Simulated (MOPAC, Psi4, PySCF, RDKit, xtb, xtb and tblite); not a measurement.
Two geometries of SMILES COC(=O)[SiH2]C[SeH] (C₃H₈O₂SeSi), relaxed at GFN2-xTB with one dihedral held; other torsions can differ between them too.

Structure A

```
15

C     -2.4956    -3.9663     0.5885
O     -2.2324    -2.6546     0.1075
C     -1.3266    -2.5139    -0.8653
O     -0.7190    -3.4414    -1.3380
Si    -1.1294    -0.6664    -1.3606
C     -2.8156     0.1673    -1.0540
Se    -3.5212    -0.3467     0.7185
H     -3.2946    -3.8683     1.3186
H     -2.8007    -4.6116    -0.2376
H     -1.5978    -4.3808     1.0510
H     -0.7622    -0.5941    -2.7735
H     -0.1178    -0.0833    -0.4768
H     -2.7140     1.2504    -1.0475
H     -3.5641    -0.1091    -1.7968
H     -4.2838     0.8855     0.8986
```

Structure B

```
15

C      5.3686     1.7737    -1.9412
O      5.3548     0.4966    -1.3368
C      4.4782     0.3680    -0.2776
O      4.8385     0.5746     0.8478
Si     2.7199    -0.2170    -0.8024
C      1.8487    -0.7965     0.7837
Se     1.7451     0.6724     2.1044
H      6.0788     1.7089    -2.7629
H      5.6955     2.5394    -1.2306
H      4.3780     2.0352    -2.3280
H      2.0160     0.9332    -1.3744
H      2.9020    -1.2957    -1.7732
H      2.3456    -1.6338     1.2718
H      0.8136    -1.0782     0.5939
H      3.1652     0.8239     2.2568
```

### Question
Which is lower in energy at the level B3LYP-D3(BJ)/def2-SVP // GFN2-xTB run with Psi4, and by how much?

### Answer
A is lower, by 40.44 kJ/mol (dihedral C1–O2–C3–Si5: 180° in A, 90° in B).

E(B) − E(A) in kJ/mol at the other levels, on the same two geometries: GFN2-xTB (xtb and tblite) 67.19; B3LYP/def2-SVP // GFN2-xTB (Psi4) 40.04; PBE/def2-SVP // GFN2-xTB (Psi4) 41.66; PBE-D3(BJ)/def2-SVP // GFN2-xTB (Psi4) 41.80; UFF // GFN2-xTB (RDKit) 16.02; PM3, restricted, heats of formation // GFN2-xTB (MOPAC) 48.26; PM7, restricted, heats of formation // GFN2-xTB (MOPAC) 49.55; GFN1-xTB // GFN2-xTB (xtb) 46.40; restricted B3LYP/6-31G*, spherical d, density fitting // GFN2-xTB (PySCF) 41.46; restricted B3LYP/3-21G, density fitting // GFN2-xTB (PySCF) 43.76; restricted MP2 (frozen core)/6-31G*, spherical d // GFN2-xTB (PySCF) 43.49; restricted Hartree-Fock/STO-3G // GFN2-xTB (PySCF) 16.10.
